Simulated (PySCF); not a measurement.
C4H5, SMILES C(=[CH])C=C, multiplicity 2. Atoms are numbered in the order given.

```xyz
9

C     -0.0295     1.9309     0.0000
C      0.4259     0.6881     0.0000
C     -0.4104    -0.5183     0.0000
C      0.0802    -1.7674     0.0000
H     -0.9957     2.4374     0.0000
H      1.5134     0.5181     0.0000
H     -1.4948    -0.3609     0.0000
H      1.1585    -1.9557     0.0000
H     -0.5786    -2.6390     0.0000
```
Charge 0, spin multiplicity 2.

Geometry: B3LYP-D3(BJ)/def2-SVP. The isomer is the one that the SMILES or the coordinates give; other isomers of the formula were not compared. One conformer was computed; it need not be the lowest.

Level of theory: PBE0/pcH-1 (PySCF).

Unrestricted Kohn–Sham, ⟨S²⟩ = 0.777. Hyperfine tensors hold the contact and dipolar terms, without spin-orbit corrections.

Question: Estimate the hyperfine couplings. (The exact figures need the calculation; the answer reports its results.)

Answer: 
| nucleus | A(iso) (MHz) | A(iso) (G) | dipolar principal values (MHz) |
|---|---|---|---|
| 13C no. 1 | 356.0 | 127.0 | -87.5, -48.7, 136.1 |
| 13C no. 2 | -17.3 | -6.2 | -25.7, 5.8, 20.0 |
| 13C no. 3 | 91.6 | 32.7 | -9.7, 2.5, 7.3 |
| 13C no. 4 | -3.7 | -1.3 | -15.3, 5.7, 9.6 |
| 1H no. 5 | 29.4 | 10.5 | -31.1, -9.8, 41.0 |
| 1H no. 6 | 98.5 | 35.2 | -6.7, -6.5, 13.1 |
| 1H no. 7 | -8.5 | -3.0 | -4.7, -2.2, 6.9 |
| 1H no. 8 | 5.8 | 2.1 | -3.5, -1.5, 5.0 |
| 1H no. 9 | 11.4 | 4.1 | -2.2, -1.3, 3.5 |

Question: And the g tensor (effective nuclear charges for spin-orbit coupling, GIAO)? (Estimate from the structure and the level; the computed values follow.)

Answer: principal values 2.0018, 2.0022, 2.0027; isotropic 2.0022.
